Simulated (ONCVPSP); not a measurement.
## Scattering properties, ONCV potential for sulfur

| Quantity | Value |
| --- | --- |
| Element | S |
| Generator | ONCVPSP 4.0.1 |
| Type | optimised norm-conserving Vanderbilt (ONCV) |
| Functional | PBE |
| Relativity | scalar-relativistic |
| Frozen core | [Ne] |
| Valence charge | 6 |
| Reference configuration | 3s2 3p4 |
| Partial waves | 3s: rc 1.50 bohr, ncon 3, nbas 7, qcut 4.7 1/bohr, 2 projectors, debl 3 Ha; 3p: rc 1.45 bohr, ncon 4, nbas 7, qcut 6.4 1/bohr, 1 projector |
| Local potential | polynomial inside 1.40 bohr (lpopt 5, dvloc0 -1 Ha) |
| Core correction | Teter function, fcfact 5.25, rcfact 1.7 |

The phase is arctan(r·R′/R) of the radial function R(r), unwrapped; energies in Ha, scanned from -2 to 5 Ha. A pole is an energy at which the radial function vanishes at the test radius. The pseudo phase is shifted by a multiple of π to meet the all-electron one at the reference energy, and phase errors are pseudo minus all-electron; the curves can meet again beyond the range given. Levels narrower than the energy grid can be missing from the lists of poles.

```tsv
channel	radius (bohr)	reference energy (Ha)	poles, all-electron	poles, pseudo	unbroken range about the reference energy with phases within 0.05 rad	phase error 1 Ha above the reference energy (rad)
s	1.52	-0.63	2.10	2.10	the whole range	-0.000
p	1.47	-0.26	2.95	2.51	below 2.7	-0.009
```

Phases in the s channel:

| E (Ha) | all-electron | pseudo |
| --- | --- | --- |
| -1.98 | 0.574 | 0.572 |
| -1.80 | 0.418 | 0.416 |
| -1.62 | 0.226 | 0.225 |
| -1.44 | 0.001 | -0.000 |
| -1.26 | -0.240 | -0.241 |
| -1.08 | -0.472 | -0.472 |
| -0.90 | -0.674 | -0.674 |
| -0.72 | -0.839 | -0.839 |
| -0.54 | -0.971 | -0.971 |
| -0.36 | -1.075 | -1.075 |
| -0.18 | -1.158 | -1.158 |
| 0.00 | -1.226 | -1.226 |
| 0.18 | -1.281 | -1.281 |
| 0.36 | -1.328 | -1.328 |
| 0.54 | -1.367 | -1.367 |
| 0.72 | -1.401 | -1.401 |
| 0.90 | -1.431 | -1.431 |
| 1.08 | -1.458 | -1.458 |
| 1.26 | -1.482 | -1.482 |
| 1.44 | -1.503 | -1.503 |
| 1.62 | -1.523 | -1.523 |
| 1.80 | -1.542 | -1.542 |
| 1.98 | -1.560 | -1.560 |
| 2.16 | -1.576 | -1.576 |
| 2.34 | -1.592 | -1.592 |
| 2.52 | -1.608 | -1.608 |
| 2.70 | -1.624 | -1.624 |
| 2.88 | -1.639 | -1.639 |
| 3.06 | -1.655 | -1.655 |
| 3.24 | -1.671 | -1.671 |
| 3.42 | -1.687 | -1.688 |
| 3.60 | -1.704 | -1.706 |
| 3.78 | -1.722 | -1.725 |
| 3.96 | -1.742 | -1.745 |
| 4.14 | -1.763 | -1.768 |
| 4.32 | -1.786 | -1.794 |
| 4.50 | -1.813 | -1.825 |
| 4.68 | -1.842 | -1.861 |
| 4.86 | -1.877 | -1.905 |
